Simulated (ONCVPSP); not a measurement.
## Potentials for tungsten (W) compared

Generated with ld1.x 7.5 (TM, RRKJ, ultrasoft, PAW), atompaw 4.2 or ONCVPSP 4.0.1. The cutoff is in Ry: for ld1.x and atompaw files where the sum of valence levels is converged to 10 mRy in a Bessel basis, for ONCV files where the hardest occupied wave has 1 mHa per electron of residual kinetic energy. The error is the largest all-electron minus pseudo excitation energy over each file’s own four to seven test configurations (ionisations up to +4, promotions, holes and added fractions of an electron), all of which were solved. The labels leave out finer settings (local radius, basis sizes, second energies), which also bear on the numbers. Spin-polarised tests are not counted. The rows are a selection from randomly drawn settings: files with unsolved tests, undetermined cutoffs or missed reference levels are left out.

A true bound ghost makes a file unfit for plane-wave use even where its test errors are small: the radial tests pick states by their node count and pass the ghost by.

| potential | cutoff (Ry) | largest error (meV) | bound ghosts |
| --- | --- | --- | --- |
| ONCV, PBE, scalar-relativistic, rc 2.00/2.25/1.75/0.75 (spdf), local smoothed, core correction yes, reference 4f14 5s2 5p6 5d4 6s1.75 6p0.25, qcut 6.7/7.2/5.8/21.5, projectors 2/2/2/2 | 419 | -20 | s, p |
| ONCV, LDA (Perdew-Zunger), scalar-relativistic, rc 1.65/2.05/1.60 (spd), local smoothed, core correction yes, reference 5s2 5p6 5d4 6s1 6p1, qcut 8/5.9/5.2, projectors 3/2/2 | 45 | -6.0 | none |
| ONCV, LDA (Perdew-Zunger), fully relativistic, rc 1.25/1.30/1.70 (spd), local smoothed, core correction no, reference 5s2 5p6 5d4, qcut 5.5/7.4/6, projectors 1/2/1 | 147 | -217 | none |
| ONCV, revPBE, scalar-relativistic, rc 1.40/1.60/2.40 (spd), local smoothed, core correction yes, reference 5s2 5p6 5d5 6s1, qcut 6.5/9.5/6.9, projectors 2/2/1 | 123 | +3.0 | none |
| ONCV, PBE, scalar-relativistic, rc 1.75/1.75/1.55/0.95 (spdf), local smoothed, core correction yes, reference 4f14 5s2 5p6 5d4 6s2, qcut 8.4/6.9/7.1/20.6, projectors 3/2/1/2 | 332 | -20 | s, p, d |

**Question.** Fill in the row for W: ONCV, PBEsol, scalar-relativistic, rc 1.65/2.10/1.60 (spd), local smoothed, core correction no, reference 5s2 5p6 5d4 6s2, qcut 7/5.9/6.9, projectors 2/3/2.

**Answer.** cutoff 43 Ry, largest error -12 meV, bound ghosts: none.
